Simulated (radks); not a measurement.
Results of a calculation; reference values are marked as such.
Species: Pm3+. Configuration: [Xe] 4f4 (the NIST ground configuration). Code: a radial shooting solver on a logarithmic mesh with Libxc functionals. Model: scalar-relativistic Kohn-Sham, PBE, spin-polarised, spherical densities, finite nucleus; open shells are filled with parallel spins first (spin-orbit coupling, left out, can overturn this in heavy ions); Fermi nuclear charge, rms radius 4.962 fm.

Normalised radial functions P(r) = r R(r), r in bohr:

r           4d up  4d down  5s down
0.001092   0.0000   0.0000   0.0418
0.001433   0.0000   0.0000   0.0521
0.001896   0.0000   0.0000   0.0649
0.002508   0.0001   0.0001   0.0800
0.003319   0.0002   0.0002   0.0971
0.004356   0.0004   0.0004   0.1150
0.005764   0.0009   0.0009   0.1332
0.007626   0.0018   0.0018   0.1483
0.01009    0.0039   0.0039   0.1556
0.01324    0.0082   0.0082   0.1489
0.01752    0.0170   0.0170   0.1199
0.02319    0.0345   0.0344   0.0615
0.03044    0.0665   0.0665  -0.0249
0.04027    0.1255   0.1254  -0.1321
0.05328    0.2236   0.2236  -0.2238
0.0705     0.3696   0.3695  -0.2440
0.09254    0.5468   0.5465  -0.1446
0.1224     0.7136   0.7131   0.0774
0.162      0.7572   0.7563   0.3068
0.2143     0.5444   0.5428   0.3409
0.2814     0.0365   0.0344   0.0690
0.3723    -0.6622  -0.6639  -0.3623
0.4926    -1.2153  -1.2159  -0.5305
0.6517    -1.3259  -1.3253  -0.1623
0.8554    -1.0185  -1.0173   0.4880
1.132     -0.5554  -0.5559   0.9505
1.498     -0.2105  -0.2127   0.9286
1.966     -0.0541  -0.0556   0.5851
2.601     -0.0078  -0.0082   0.2337
3.441     -0.0006  -0.0006   0.0563
4.553     0.0000  0.0000   0.0071

4d up: eigenvalue -154.88 eV, 1 radial node at r = 0.286 bohr, <r> = 0.685 bohr, 90 % of the charge inside 1.03 bohr. 4d down: eigenvalue -151.56 eV, 1 radial node at r = 0.286 bohr, <r> = 0.685 bohr, 90 % of the charge inside 1.03 bohr. 5s down: eigenvalue -68.185 eV, 4 radial nodes at r = 0.0284, 0.112, 0.294, 0.700 bohr, <r> = 1.41 bohr, 90 % of the charge inside 2.03 bohr.
